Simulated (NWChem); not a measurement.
The numbers come from NWChem runs, not from measurements. System: C₂H₆OSi₂, charge 0, spin multiplicity 1, at a geometry optimised with B3LYP/def2-SVP. The structure started from a generated list of species. Level: RHF/def2-SVP.

The NWChem input:

```
start mol
memory heap 200 mb stack 800 mb global 1000 mb
geometry units angstroms nocenter noautoz
  C      0.162038    -1.611714     0.000000
  C      1.307178    -0.892800     0.000000
  Si     1.100570     0.967862     0.000000
  Si    -1.230613     0.636487     0.000000
  O     -1.086066    -1.082607     0.000000
  H      0.139513    -2.708576     0.000000
  H      2.254910    -1.438037     0.000000
  H      1.650515     1.654950    -1.207274
  H      1.650515     1.654950     1.207274
  H     -2.000811     1.031874    -1.212211
  H     -2.000811     1.031874     1.212211
  symmetry group Cs
end
basis spherical
  * library def2-svp
end
scf
  rhf
  nopen 0
  maxiter 100
  thresh 1e-7
  semidirect memsize 60000000 filesize 0
end
task scf energy
```

NWChem printed:

```
             Northwest Computational Chemistry Package (NWChem) 7.3.0
             --------------------------------------------------------

                                NWChem Input Module
                                -------------------

 Scaling coordinates for geometry "geometry" by  1.889725989
 (inverse scale =  0.529177249)

 Turning off AUTOSYM since
 SYMMETRY directive was detected!

                             Geometry "geometry" -> ""
                             -------------------------

 Output coordinates in angstroms (scale by  1.889725989 to convert to a.u.)

  No.       Tag          Charge          X              Y              Z
 ---- ---------------- ---------- -------------- -------------- --------------
    1 C                    6.0000     0.16203800    -1.61171400     0.00000000
    2 C                    6.0000     1.30717800    -0.89280000     0.00000000
    3 Si                  14.0000     1.10057000     0.96786200     0.00000000
    4 Si                  14.0000    -1.23061300     0.63648700     0.00000000
    5 O                    8.0000    -1.08606600    -1.08260700     0.00000000
    6 H                    1.0000     0.13951300    -2.70857600     0.00000000
    7 H                    1.0000     2.25491000    -1.43803700     0.00000000
    8 H                    1.0000     1.65051500     1.65495000    -1.20727400
    9 H                    1.0000     1.65051500     1.65495000     1.20727400
   10 H                    1.0000    -2.00081100     1.03187400    -1.21221100
   11 H                    1.0000    -2.00081100     1.03187400     1.21221100

 Effective nuclear repulsion energy (a.u.)     277.6187860672

            Nuclear Dipole moment (a.u.)
            ----------------------------
        X                 Y               Z
 ---------------- ---------------- ----------------
    -0.0000056692    -0.0000359048     0.0000000000

      Symmetry information
      --------------------

 Group name             Cs
 Group number              2
 Group order               2
 No. of unique centers     9

      Symmetry unique atoms
[...]
 Vector   28  Occ=0.000000D+00  E= 1.235207D-01  Symmetry=a"
              MO Center=  2.5D-01,  7.9D-02,  1.3D-14, r^2= 4.9D+00
   Bfn.  Coefficient  Atom+Function         Bfn.  Coefficient  Atom+Function
  ----- ------------  ---------------      ----- ------------  ---------------
    41      0.770456   3 Si pz               59      0.621706   4 Si pz
    90      0.604354   8 H  s                95     -0.604354   9 H  s
   100      0.494485  10 H  s               105     -0.494485  11 H  s
     9     -0.456826   1 C  pz                6     -0.315072   1 C  pz
    23      0.201913   2 C  pz

 Vector   29  Occ=0.000000D+00  E= 1.268931D-01  Symmetry=a'
              MO Center= -5.9D-01,  9.9D-01, -8.0D-15, r^2= 4.5D+00
   Bfn.  Coefficient  Atom+Function         Bfn.  Coefficient  Atom+Function
  ----- ------------  ---------------      ----- ------------  ---------------
    58      1.014474   4 Si py               40      0.705115   3 Si py
    17      0.588854   2 C  s                50      0.526646   4 Si s
    67      0.466020   5 O  s               100     -0.416137  10 H  s
   105     -0.416137  11 H  s                22      0.351362   2 C  py
    39      0.324441   3 Si px               32     -0.296349   3 Si s

 Vector   30  Occ=0.000000D+00  E= 1.580486D-01  Symmetry=a'
              MO Center=  6.1D-01,  1.0D+00, -7.0D-15, r^2= 5.4D+00
   Bfn.  Coefficient  Atom+Function         Bfn.  Coefficient  Atom+Function
  ----- ------------  ---------------      ----- ------------  ---------------
    39      1.112989   3 Si px               40     -0.846786   3 Si py
    57      0.849681   4 Si px               17     -0.816972   2 C  s
    50      0.754643   4 Si s                58      0.391140   4 Si py
    22     -0.333135   2 C  py               49      0.272877   4 Si s
    31     -0.222197   3 Si s                32     -0.206811   3 Si s

 center of mass
 --------------
 x =  -0.03097900 y =  -0.02314036 z =   0.00000000

 moments of inertia (a.u.)
 ------------------
         428.719924899083         -25.820867960155           0.000000000000
         -25.820867960155         501.800499556551           0.000000000000
           0.000000000000           0.000000000000         888.383729260648

  Mulliken analysis of the total density
  --------------------------------------

    Atom       Charge   Shell Charges
 -----------   ------   -------------------------------------------------------
    1 C    6     5.66   1.99  0.89  0.17  1.88  0.64  0.08
    2 C    6     6.50   1.99  0.85  0.40  2.03  1.20  0.03
    3 Si  14    13.49   2.00  1.99  0.95  0.18  5.94  1.25  0.96  0.22
    4 Si  14    13.30   2.00  1.99  0.95  0.16  5.94  1.18  0.82  0.26
    5 O    8     8.67   1.99  1.05  0.76  2.87  1.99  0.01
    6 H    1     0.94   0.76  0.16  0.02
    7 H    1     0.93   0.74  0.17  0.03
    8 H    1     1.12   0.74  0.37  0.01
    9 H    1     1.12   0.74  0.37  0.01
   10 H    1     1.14   0.74  0.38  0.01
   11 H    1     1.14   0.74  0.38  0.01

       Multipole analysis of the density wrt the origin
       ------------------------------------------------

     L   x y z        total         open         nuclear
     -   - - -        -----         ----         -------
     0   0 0 0     -0.000000      0.000000     54.000000

     1   1 0 0      0.191815      0.000000     -0.000006
     1   0 1 0      0.170160      0.000000     -0.000036
     1   0 0 1     -0.000000      0.000000      0.000000

     2   2 0 0    -35.756614      0.000000    273.416354
     2   1 1 0     -2.244533      0.000000      8.918343
     2   1 0 1     -0.000000      0.000000      0.000000
     2   0 2 0    -32.463106      0.000000    234.056067
     2   0 1 1     -0.000000      0.000000      0.000000
     2   0 0 2    -36.358073      0.000000     20.904768

 Task  times  cpu:        2.6s     wall:        2.6s

 Total times  cpu:        2.7s     wall:        2.7s
```
